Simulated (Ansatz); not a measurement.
`[GeH3][CH]1N[SiH2]1` + H–F → `[F][GeH3]` + `C1N[SiH2]1` at 700 K and 1 bar (ligand exchange at a Ge–C bond).

Program: Ansatz. Geometries: PBE0-D4/def2-TZVP. ΔE: electronic, gas phase. CCSD(T)/CBS is the MP2 limit (def2-TZVPP, def2-QZVPP) plus CCSD(T) − MP2 in def2-TZVPP, frozen cores. This one scheme is used for every species. For Ge outer-core shells are correlated without core-valence functions, which leaves a few kJ/mol of doubt a bond. Scalar relativity is left out up to krypton.

```csv
species,CCSD(T)/CBS energy (Eh),H − E (kJ/mol),S (J/(mol·K))
`[GeH3][CH]1N[SiH2]1`,-2462.10583,269.4,460.6
H–F,-100.39570,45.2,198.5
`[F][GeH3]`,-2177.72589,105.3,308.2
`C1N[SiH2]1`,-384.79623,206.6,348.7
```

H − E and S are ideal-gas, rigid-rotor, harmonic terms from PBE0-D4/def2-TZVP, for one conformer and one mirror image of each species. 1 Eh = 2625.50 kJ/mol, R = 8.31446 J/(mol·K).

**Question.** By hand: ΔE, ΔH, ΔS and ΔG.

**Answer.** ΔE = (-2177.72589) + (-384.79623) − (-2462.10583) − (-100.39570) = -0.02059 Eh = -54.1 kJ/mol. Δ(H − E) = 105.3 + 206.6 − 269.4 − 45.2 = -2.7, so ΔH = -56.8 kJ/mol. ΔS = 308.2 + 348.7 − 460.6 − 198.5 = -2.2 J/(mol·K). ΔG = -56.8 − 700 × (-2.2)/1000 = -55.3 kJ/mol.

**Question.** By hand: the equilibrium constant, and the temperature at which ΔG would vanish if ΔH and ΔS stayed fixed.

**Answer.** log₁₀ K = −ΔG/(RT ln 10) = 4.1. ΔG = 0 at ΔH/ΔS = 25818 K, far beyond where these terms or the molecules hold.

The number of gas molecules stays the same, so ΔS is small and ΔH decides. A doubt of 5 kJ/mol in ΔE shifts log₁₀ K by 0.4 here. Other conformers and mirror images would add mixing entropy, several J/(mol·K) or more a flexible species. These are equilibria of isolated gas molecules and say nothing of rates. Largest T1 diagnostic: 0.012 (customary marks: 0.02 for closed shells, 0.045 for open ones).
